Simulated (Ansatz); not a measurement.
Single points on N-butylpyridinium, `CCCC[n+]1ccccc1`.

```yaml
crystal:
  periodic: [false, false, false]
  atoms:
    - {symbol: C, position_ang: [-3.694214, 0.651978, 0.719666]}
    - {symbol: C, position_ang: [-2.729432, -0.232806, -0.070872]}
    - {symbol: C, position_ang: [-1.260123, 0.135070, 0.171033]}
    - {symbol: C, position_ang: [-0.309243, -0.758559, -0.629669]}
    - {symbol: N, position_ang: [1.117597, -0.407505, -0.396655]}
    - {symbol: C, position_ang: [1.711376, 0.539248, -1.171353]}
    - {symbol: C, position_ang: [3.024655, 0.936057, -0.931074]}
    - {symbol: C, position_ang: [3.736839, 0.349980, 0.127232]}
    - {symbol: C, position_ang: [3.106113, -0.623993, 0.917364]}
    - {symbol: C, position_ang: [1.790986, -0.984628, 0.634178]}
    - {symbol: H, position_ang: [-3.520852, 0.567568, 1.812073]}
    - {symbol: H, position_ang: [-4.745255, 0.362713, 0.525737]}
    - {symbol: H, position_ang: [-3.585486, 1.720596, 0.442625]}
    - {symbol: H, position_ang: [-2.888339, -1.300217, 0.198454]}
    - {symbol: H, position_ang: [-2.951451, -0.156846, -1.158116]}
    - {symbol: H, position_ang: [-1.020070, 0.048417, 1.253821]}
    - {symbol: H, position_ang: [-1.084006, 1.198153, -0.105347]}
    - {symbol: H, position_ang: [-0.431752, -1.825105, -0.357337]}
    - {symbol: H, position_ang: [-0.493415, -0.671310, -1.718294]}
    - {symbol: H, position_ang: [1.100898, 0.958208, -1.984052]}
    - {symbol: H, position_ang: [3.479962, 1.699303, -1.577899]}
    - {symbol: H, position_ang: [4.776548, 0.646540, 0.331677]}
    - {symbol: H, position_ang: [3.626789, -1.112257, 1.753262]}
    - {symbol: H, position_ang: [1.241863, -1.740606, 1.213535]}
basis:
  gaussian: {orbitals: STO-3G, initial_orbitals: start.molden}
total_charge: 1
hamiltonian: {xc: hf}
scf: {omitted_lower_state_checks: [starts]}
output: {orbitals: {seedname: orbitals}}
```

The file start.molden holds the orbitals of an earlier run on this structure, at another level or in another basis.

```sh
$ ansatz run in.yaml --threads 4 --pin off --events-out ev --progress --plain --max-ram 9574MiB
```

Output, abridged:

```
Functional definition: HF
  name "HF"
  cite "Fock, Z. Phys. 61, 126 (1930) doi:10.1007/BF01340294"
  parent pbe
  exchange = exact_x
  correlation = 0
these checks for a lower state are left out or cut short: starts
916 factors; integrals over basis functions are off by at most 4.5e-5 eV
mean field evaluation 1: about -10840.2985 eV, gradient 1.1e1 eV
mean field evaluation 2: about -10840.7811 eV, gradient 3.1e-1 eV
mean field evaluation 4: about -10841.3096 eV, gradient 3.0e-1 eV
mean field evaluation 8: about -10841.3100 eV, gradient 1.8e-5 eV
mean field -10841.31002204 eV, -398.4107948060 hartree, gradient 1.8e-5 eV, S^2 0.000000; 0 other end points of the search recorded, 0 dependent functions left out
reference -10841.31002204 eV, -398.4107948060 hartree; 37, 37 occupied and 27, 27 virtual orbitals, 916 factors
Total energy: -10841.31002204 eV, -398.4107948060 hartree
Checks for a lower state left out: starts
```

Run time 0.55 s (4 threads of Arm Neoverse V1 on a shared host).

First input, but with `gaussian: {orbitals: def2-SVP, initial_orbitals: start.molden}`, `correlation: {method: mp2}` and without the key `hamiltonian` (abridged; 6 s):

```
Functional definition: HF
mean field -10963.97028847 eV, -402.9184764553 hartree, gradient 2.2e-6 eV, S^2 0.000000; unrestricted orbitals would lower it
10 core orbitals not correlated: weight in the atoms' cores, before any rotation towards them, 1.000 or more for the frozen orbitals, at most 0.000 for the correlated occupied ones
second order -37.53689038 eV of doubles, -0.00000000 eV of singles
Total energy: -11001.50717885 eV, -404.2979317334 hartree
Checks for a lower state left out: starts
```

The first input with `gaussian: {orbitals: def2-SVP, initial_orbitals: start.molden}`, `hamiltonian: {xc: pbe0, dispersion: d4}` (abridged; 5.5 s):

```
Functional definition: PBE0
mean field -11024.38495172 eV, -405.1386743793 hartree, gradient 2.4e-5 eV, S^2 0.000000
Total energy: -11024.86579254 eV, -405.1563449534 hartree
Checks for a lower state left out: starts
```

As the first input, with `gaussian: {orbitals: def2-SVP, initial_orbitals: start.molden}`, `hamiltonian: {xc: pbe}`, `correlation: {method: rpa}` and without the key `output` (abridged; 10 s):

```
Functional definition: PBE
mean field -11022.88220517 eV, -405.0834494621 hartree, gradient 1.6e-6 eV, S^2 0.000000
10 core orbitals not correlated: weight in the atoms' cores, before any rotation towards them, 1.000 or more for the frozen orbitals, at most 0.000 for the correlated occupied ones
Total energy: -11022.62596976 eV, -405.0740329845 hartree
Checks for a lower state left out: starts
```

The first input with `gaussian: {orbitals: def2-TZVP, initial_orbitals: start.molden}`, `hamiltonian: {xc: {name: r2SCANh}, dispersion: d4}` (abridged; 23 s):

```
Functional definition: r2SCANh
mean field -11042.15964955 eV, -405.7918824763 hartree, gradient 1.4e-5 eV, S^2 0.000000
Total energy: -11042.32357149 eV, -405.7979064964 hartree
Checks for a lower state left out: starts
```

Geometry: PBE-D4/def2-SVP.

Correlated methods freeze 10 core orbitals. The restricted singlet is unstable towards broken spin symmetry in Hartree–Fock (as tested in another run); at HF/STO-3G this wasn't settled. At MP2/def2-SVP the restricted singlet (for correlated methods, its reference) is unstable: a solution with broken spin symmetry lies lower.
